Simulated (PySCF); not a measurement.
Run record: geometry optimisation, `C[Si](C)(C)OC1=CC=CO1` (2-(trimethylsilyloxy)furan).

Method: PBE0-D3(BJ)/def2-SVP geometry optimisation, gas phase (PySCF 2.14.0). Start geometry: GFN2-xTB. The input is one job of a driver script: a line of settings, then coordinates in Å.

Input:
```
{"job": {"xc": "PBE0", "basis": "def2-SVP", "d3": "d3bj", "grid": 2, "kind": "geom"}, "charge": 0, "multiplicity": 1}
C     -1.247752    -0.381621     1.852064
Si    -1.225278     0.227134     0.046692
C     -1.519391    -1.234483    -1.140034
C     -2.428232     1.662191    -0.253378
O      0.224598     0.972553    -0.297147
C      1.426962     0.424267    -0.249786
C      2.649910     0.964023    -0.514605
C      3.584074    -0.083995    -0.301190
C      2.864806    -1.169775     0.073011
O      1.541671    -0.869750     0.107453
H     -1.024956     0.426202     2.544142
H     -0.508657    -1.161940     2.011122
H     -2.216721    -0.788008     2.123445
H     -2.499060    -1.676886    -0.990515
H     -0.779968    -2.016381    -0.989829
H     -1.456386    -0.919543    -2.178411
H     -2.369523     2.023354    -1.274910
H     -2.217613     2.500912     0.402039
H     -3.449799     1.347689    -0.071158
H      2.852949     1.968478    -0.819320
H      4.646785    -0.024053    -0.414676
H      3.141170    -2.170979     0.334142
```

Output:
```
step   0  E = -712.96726929  max force = 0.031511
step   1  E = -712.97234821  max force = 0.004180
step   2  E = -712.97263747  max force = 0.002401
step   3  E = -712.97260806  max force = 0.004344
step   4  E = -712.97266871  max force = 0.001756
step   5  E = -712.97268766  max force = 0.000352
step   6  E = -712.97268988  max force = 0.000102
optimisation converged
```

Energies in Eh; «max force» is the largest Cartesian gradient component in Eh/bohr.

**Question.** How much energy does the optimisation release, in kcal/mol?

**Answer.** E(step 0) − E(last step) = 0.005421 Eh, which is 3.4 kcal/mol.

**Question.** At which steps does the energy rise by more than 1e-5 Eh?

**Answer.** At step 3 (+0.03 mEh).

In short: final energy -712.97269 Eh after 6 steps; dipole 1.48 D.

On Arm Neoverse V1, one thread (shared host), this took 2.7 min wall and 1.0 GiB of memory at its peak.
Labels such as C1 count atoms from 1, the log's own numbers from 0.
